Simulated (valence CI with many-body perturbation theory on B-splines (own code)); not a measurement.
## How close is CI+MBPT for Kr3+?

Method: configuration interaction combined with many-body perturbation theory (CI+MBPT): five valence electrons over a frozen Dirac-Fock core [Ar] 3d10, radial functions for each j: 9 s, 9 p, 8 d, 6 f, 3 g, 1 h, with the one-electron correlation potential Σ1 (screened to all orders), the two-electron term Σ2, the three-electron term Σ3, Breit, model QED; selected single and double excitations, second order for the rest, scaled by the run's own slope (own B-spline code, finite nucleus).

Set against measurement, 41 paired levels are off by 172 cm⁻¹ on average, the worst by 331. These come from a selection out of Saloman, J. Phys. Chem. Ref. Data 36, 215 (2007). Levels without a partner in it may be off by more. Among the levels kept, up to 1300 cm⁻¹ of a level comes from second order outside the variational space, and about a tenth of that is noise between levels of different J, which matters for small intervals. 2 measured levels below the end of the list, from 202373 cm⁻¹ on, found no clear computed partner, and computed levels of the same name lie up to 1986 cm⁻¹ from them.

Measured levels: Saloman, J. Phys. Chem. Ref. Data 36, 215 (2007). Pairs share parity and J, and are chosen by configuration, term and nearness in energy; levels without a clear partner are left out. Energies in cm⁻¹ above the measured ground level. The last column is blank where CI alone has no clear partner.

Names give the largest LS component (configuration and term), which can be under half, so a name can repeat, a term be missing and a line seem to break the LS rules; names also repeat where a configuration has a term twice. Letters in brackets count levels of one name in rising energy.

```csv
Computed label,Label in the source,Measured,Computed,Difference,"CI alone, difference"
4s²4p³ ⁴S°_3/2,4s2 4p3 4S°,0,0.0,0,0
4s²4p³ ²D°_3/2,4s2 4p3 2D°,17037.6,17133.6,+96,+393
4s²4p³ ²D°_5/2,4s2 4p3 2D°,18700.3,18781.4,+81,+291
4s²4p³ ²P°_1/2,4s2 4p3 2P°,31056.4,31183.3,+127,+414
4s²4p³ ²P°_3/2,4s2 4p3 2P°,33405.6,33513.2,+108,+247
4s4p⁴ ⁴P_5/2,4s 4p4 4P,118761.5,118508.3,-253,-2903
4s4p⁴ ⁴P_3/2,4s 4p4 4P,122426.5,122160.3,-266,-3069
4s4p⁴ ⁴P_1/2,4s 4p4 4P,124109.7,123842.4,-267,-3111
4s4p⁴ ²D_3/2,4s 4p4 2D,145772.8,145564.8,-208,-2325
4s4p⁴ ²D_5/2,4s 4p4 2D,146644.7,146438.0,-207,-2355
4s²4p²4d ²P_3/2 [a],4s2 4p2(3P) 4d 2P,163445.1,163210.0,-235,-2084
4s²4p²4d ²P_1/2 [a],4s 4p4 2P,166160.9,165952.4,-208,-1940
4s²4p²4d ⁴F_3/2,4s2 4p2(3P) 4d 4F,172724,172409.0,-315,-2817
4s4p⁴ ²S_1/2,4s 4p4 2S,173952.1,173853.5,-99,-1625
4s²4p²4d ⁴F_5/2,4s2 4p2(3P) 4d 4F,174105.7,173796.2,-309,-2844
4s²4p²4d ⁴F_7/2,4s2 4p2(3P) 4d 4F,176231,175904.7,-326,-2921
4s²4p²4d ⁴F_9/2,4s2 4p2(3P) 4d 4F,178877,178549.8,-327,-2982
4s²4p²4d ²F_5/2 [a],4s2 4p2(1D) 4d 2F,179228.3,178951.2,-277,-2790
4s²4p²4d ⁴D_1/2,4s2 4p2(3P) 4d 4D,180686.7,180355.7,-331,-2812
4s²4p²4d ⁴D_7/2,4s2 4p2(3P) 4d 4D,180764.4,180461.6,-303,-2838
4s²4p²4d ⁴D_3/2,4s2 4p2(3P) 4d 4D,181000.5,180685.8,-315,-2814
4s²4p²4d ⁴D_5/2,4s2 4p2(3P) 4d 4D,182668.4,182368.7,-300,-2866
4s²4p²4d ²F_7/2 [a],4s2 4p2(1D) 4d 2F,186565.6,186255.2,-310,-3020
4s²4p²4d ⁴P_5/2,4s2 4p2(3P) 4d 4P,201424.2,201385.5,-39,-833
4s²4p²4d ⁴P_1/2,4s2 4p2(3P) 4d 4P,204735.4,204702.6,-33,-406
4s²4p²5s ⁴P_3/2,4s2 4p2(3P) 5s 4P,205214.5,205152.1,-62,-940
4s4p⁴ ²P_3/2,4s 4p4 2P,205399.6,205519.1,+120,
4s²4p²4d ²D_3/2 [a],4s2 4p2(3P) 4d 2D,207595.4,207636.0,+41,
4s²4p²5s ⁴P_5/2,4s2 4p2(3P) 5s 4P,208064.1,207969.7,-94,-1810
4s²4p²4d ²P_1/2 [b],4s2 4p2(1D) 4d 2P,210347.7,210417.4,+70,+659
4s²4p²5s ²P_3/2,4s2 4p2(3P) 5s 2P,211685.5,211596.7,-89,-1680
4s²4p²4d ²D_5/2 [a],4s2 4p2(3P) 4d 2D,211860.3,211906.5,+46,-1530
4s²4p²4d ²D_5/2 [b],4s2 4p2(1D) 4d 2D,217416.6,217428.5,+12,-1451
4s²4p²4d ²D_3/2 [b],4s2 4p2(1D) 4d 2D,217558.6,217584.4,+26,-1030
4s²4p²4d ²F_5/2 [b],4s2 4p2(3P) 4d 2F,219988.5,220178.0,+190,-479
4s²4p²4d ²F_7/2 [b],4s2 4p2(3P) 4d 2F,221184.5,221384.5,+200,-536
4s²4p²5s ²D_3/2,4s2 4p2(1D) 5s 2D,223033.6,223052.6,+19,-907
4s²4p²5s ²D_5/2,4s2 4p2(1D) 5s 2D,223313,223307.1,-6,-1258
4s²4p²4d ²P_3/2 [b],4s2 4p2(1D) 4d 2P,225282,225410.0,+128,-346
4s²4p²4d ²D_5/2 [c],4s2 4p2 4d 2D,231940,232111.9,+172,-455
4s²4p²4d ²D_3/2 [c],4s2 4p2 4d 2D,232807.4,232959.8,+152,-666
4s²4p²5p ²S°_1/2,4s2 4p2(3P) 5p 2S°,234827.9,234559.0,-269,-2530
```

Over 41 excited levels the mean absolute difference is 172 cm⁻¹, the median 172 and the largest 331. For the 39 levels that pair on every rung the mean is CI alone 1717, + Σ1 1302, + Σ2 251, + Σ3 152, + Breit 156, + QED 176. The comparison draws on a selection of the measured levels: 42 of the 49 computed ones have a partner in it, and others may be off by more.

These 2 measured levels below the end of the computed list are not counted above. Beside each stands the unpaired computed level of its name, or else the nearest of its J and parity; the gap is either an error of the method or a doubtful assignment.

```
Label in the source    J  Measured   Unpaired level  Computed
  4s2 4p2(3P) 5s 4P  1/2    202373  4s²4p²5s ⁴P_1/2    200387
  4s2 4p2(3P) 5s 2P  1/2    208920  4s²4p²5s ²P_1/2    207334
```
